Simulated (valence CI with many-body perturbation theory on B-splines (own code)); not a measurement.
**Pr²⁶⁺: key properties**

Computed by relativistic CI+MBPT: five valence electrons over a frozen Dirac-Fock core [Ar] 3d10, a basis of 11 s, 11 p, 10 d, 8 f, 5 g, 2 h functions for each j, with the one-electron correlation potential Σ1 (screened to all orders), the two-electron term Σ2, the three-electron term Σ3, Breit, model QED; selected single and double excitations, second order for the rest, scaled by the run's own slope (own B-spline code, finite nucleus).

The last digits are not significant, and no measured levels were compared; by estimate large intervals hold to a few tenths of a per cent, small ones and those within an open d or f shell to about a per cent. Among the levels kept, up to 2000 cm⁻¹ of a level comes from second order outside the variational space, and about a tenth of that is noise between levels of different J, which matters for small intervals.

Levels are named by their leading jj configuration (3d3/2^4 stands for four electrons in 3d with j = 3/2), which in mixed levels can hold well under half, so a name can repeat and another be missing.

Rates and lifetimes use the calculated energies. Strong lines usually hold to 10 to 20 %, long lifetimes can be off by a factor of two.

Problem. What is the ground level?

Solution. (4s^2 4p1/2^2 4p3/2) J=3/2, composition 41 % 4s2 4p3 2P° + 34 % 4s2 4p3 4S° + 23 % 4s2 4p3 2D°, g = 1.435.

Problem. What is the ionisation energy?

Solution. 920.98 eV; NIST lists 920 ± 4 eV (theoretical).

Problem. Name the longest-lived excited levels whose lifetime is computed, and their main decay.

Solution. (4s^2 4p1/2 4p3/2^2) J=5/2 at 219310 cm⁻¹ lives 34.9 μs, mostly by M1 to (4s^2 4p1/2^2 4p3/2) J=3/2; (4s^2 4p1/2 4p3/2^2) J=1/2 at 258030 cm⁻¹ lives 7.61 μs, mostly by M1 to (4s^2 4p1/2^2 4p3/2) J=3/2; (4s^2 4p1/2 4p3/2^2) J=3/2 at 189010 cm⁻¹ lives 6.99 μs, mostly by M1 to (4s^2 4p1/2^2 4p3/2) J=3/2. The lifetime of (4s^2 4p1/2 4p3/2 4d5/2) J=9/2 is too uncertain to give, and may be longer.

Problem. How well does LS coupling describe the low levels?

Solution. Among the lowest 20 levels the leading LS term, summed over configurations, holds 56 % on average. For single configurations the figures are 51 % in LS and 81 % in jj coupling. Terms mix most in the J = 5/2 level at 899840 cm⁻¹, where the leading one holds 31 %.

Problem. Among levels below 2262000 cm⁻¹, which E1 lines absorb most strongly from the ground level?

Solution. to (4s^2 4p1/2 4p3/2 4d3/2) J=5/2 at 8.835 nm, f = 0.551; to (4s^2 4p1/2 4p3/2 4d3/2) J=3/2 at 8.765 nm, f = 0.293; to (4s^2 4p1/2 4p3/2 4d5/2) J=3/2 at 9.049 nm, f = 0.292.

Problem. Where does the other parity begin?

Solution. At (4s 4p1/2^2 4p3/2^2) J=5/2, 678930 cm⁻¹.
